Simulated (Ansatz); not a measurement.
Job for Ansatz (a first-principles code): R-wB97M-V/def2-TZVPPD on C4H8O (a complex), monomers drawn apart or pushed together. Files ending in .json are basis or fitting sets from the Basis Set Exchange.

Ansatz 0.2 input:
```yaml
crystal:
  periodic: [false, false, false]
  atoms:
    - {symbol: C, position_ang: [0.53634921, 0.04168888, -0.21938464]}
    - {symbol: C, position_ang: [0.05303610, 0.00578378, 0.87660521]}
    - {symbol: H, position_ang: [0.96403451, 0.07326800, -1.19150030]}
    - {symbol: H, position_ang: [-0.37419022, -0.02476966, 1.85746947]}
    - {symbol: C, position_ang: [-0.61325496, 1.40363172, 5.19643303]}
    - {symbol: O, position_ang: [-0.89053194, 0.08095457, 4.78074447]}
    - {symbol: C, position_ang: [-0.03258922, -0.86901761, 5.38126889]}
    - {symbol: H, position_ang: [0.41043920, 1.69745404, 4.93329730]}
    - {symbol: H, position_ang: [-0.74290508, 1.51229859, 6.27998009]}
    - {symbol: H, position_ang: [-1.31569313, 2.05915162, 4.68466241]}
    - {symbol: H, position_ang: [1.01672004, -0.67519943, 5.12648164]}
    - {symbol: H, position_ang: [-0.31696118, -1.84909664, 5.00230057]}
    - {symbol: H, position_ang: [-0.13683941, -0.86066447, 6.47294116]}
basis:
  gaussian:
    orbitals: def2-TZVPPD.json
hamiltonian:
  xc: {name: wB97M-V}
scf: {lower_state_search: off}
```

The head of its log:

```
WARN ansatz: RAYON_NUM_THREADS=1 ignored (pool sized by the plan → 1); use --threads N
Functional definition: wB97M-V
these checks for a lower state are left out or cut short: stability, starts, cluster_reference, orbital_swaps, neighbouring_geometries, increment
integrals: 0.31 GiB planned
1352 factors; their error is unknown
integrals: 0.35 GiB planned
445 factors; integrals over basis functions are off by at most 5.0e-5 eV
mean field: 1.97 GiB planned
mean field evaluation 1: about -6317.1316 eV, gradient 4.9e1 eV
mean field evaluation 2: about -6319.5002 eV, gradient 3.9e1 eV
```

### Question
Predict the final total energy.

### Answer
-232.3386 hartree.
